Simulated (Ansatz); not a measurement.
CH7FSSi2, SMILES `C[SiH](F)S[SiH3]` at its PBE0-D4/def2-TZVP geometry, where that method's forces vanish. The species carries charge 0 and has multiplicity 1.

```xyz
12

C     1.4401   -1.1430   -0.2906
Si   -0.3259   -1.2251    0.2530
F    -0.3875   -0.8152    1.8016
S    -1.6166    0.0492   -0.8593
Si   -1.0077    1.9451   -0.0706
H     1.8358   -0.1290   -0.2074
H     2.0547   -1.8058    0.3243
H     1.5237   -1.4602   -1.3326
H    -0.8944   -2.5858    0.1143
H    -1.3963    2.9567   -1.0825
H     0.4625    1.9803    0.1358
H    -1.6884    2.2328    1.2140
```

Task: What forces (eV/Å) does ωB97M-V/def2-TZVPP give on these atoms in Ansatz 0.2.0? (An estimate is asked.)

Result: Computed: 
```
C1   0.024  0.001  0.000
Si2 -0.027 -0.218 -0.164
F3  -0.007  0.061  0.123
S4  -0.005 -0.014 -0.010
Si5  0.038  0.181  0.068
H6  -0.025 -0.067 -0.006
H7  -0.042  0.050 -0.049
H8  -0.003  0.021  0.070
H9   0.076  0.161  0.019
H10  0.050 -0.122  0.128
H11 -0.166 -0.016 -0.021
H12  0.086 -0.038 -0.156
```
